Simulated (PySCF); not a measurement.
Compound: [WO3(OH)]- (charge -1 and singlet state).
Bonds: W1–O2, W1–O3, W1–O4, W1–O5. Hydrogens: H6 on O5.

Theory: PBE0-D3(BJ)/def2-SVP geometry optimisation, gas phase, def2 core potentials past Kr in PySCF 2.14.0.

Problem. List the bond lengths, angles and torsions at this level.

Solution. 
| bond | length (Å) |
| --- | --- |
| W1–O2, W1–O3, W1–O4 | 1.747 |
| W1–O5 | 1.949 |
| O5–H6 | 0.962 |

Bonds in one row agree within 0.01 Å and their mean is given. A selection of angles:
| angle | degrees |
| --- | --- |
| O2–W1–O3 | 110.4 |
| O2–W1–O5 | 108.8 |
| W1–O5–H6 | 115.9 |

Torsions: H6–O5–W1–O2 178° (antiperiplanar).

W1 (tungsten bonded to 4 O) is tetrahedral (angles from 108.8° to 110.5°). The O–W distances run from 1.746 Å (W1–O2) to 1.949 Å (W1–O5), a spread of 0.203 Å.

Point group: Cs (tolerance 0.08 Å). Stationary, but not proved a minimum.

Run on one thread of an Intel Xeon Platinum 8259CL at 2.50 GHz (shared host). That covers the optimisation of the geometry.
